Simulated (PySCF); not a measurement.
# Correlation energy of Os⁺ (osmium, charge +1)

[Xe] 4f14 5d6 6s1, high-spin 6D determinant. Computed with PySCF 2.14 in def2-QZVPPD with the def2 core potential (60 electrons), with scalar relativity through the core potential. Frozen: 5s2 5p6; 7 electrons correlated.

```tsv
level	correlation energy (mhartree)
CCSD	-135.56
(T)	-4.21
CCSD(T)	-139.77
```

Diagnostics: T1 = 0.0059, D1 = 0.0177, largest double amplitude 0.019.

Spin-orbit coupling, absent here, splits the open shell strongly.

Cost of the coupled-cluster step: about 13 core-seconds, for 7 correlated electrons.
